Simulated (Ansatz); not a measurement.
Consider the formal exchange of groups at a C–C bond: `C=C[CH2][GeH3]` + `BO[SiH2]F` → `BO[SiH](F)C=C` + `[CH3][GeH3]`.

Calculated with Ansatz (gas phase, PBE0-D4/def2-TZVP geometries, no zero-point term in ΔE). CCSD(T)/CBS adds triple-zeta CCSD(T) − MP2 to the extrapolated MP2 energy (def2 sets, frozen cores). DFT in def2-TZVPP. For Ge outer-core shells are correlated without core-valence functions, which leaves a few kJ/mol of doubt a bond. Scalar relativity is left out up to krypton. One conformer a species, not always the lowest.

Task: Is it downhill or uphill in electronic energy at CCSD(T)/CBS, and by how much? (An estimate is asked.)

Result: Computed: Downhill: ΔE = -10.6 kcal/mol.

Task: What do these levels give: ωB97X-V, ωB97M-V, B2PLYP, SCS-MP2/def2-TZVPP, SCS-MP2/def2-QZVPP, CCSD/CBS(def2)? (Best estimate.)

Result: Computed: ωB97X-V -10.9, ωB97M-V -11.5, B2PLYP -10.8, SCS-MP2/def2-TZVPP -10.0, SCS-MP2/def2-QZVPP -10.1, CCSD/CBS(def2) -10.7 kcal/mol.

Largest T1 diagnostic among the species: 0.013.
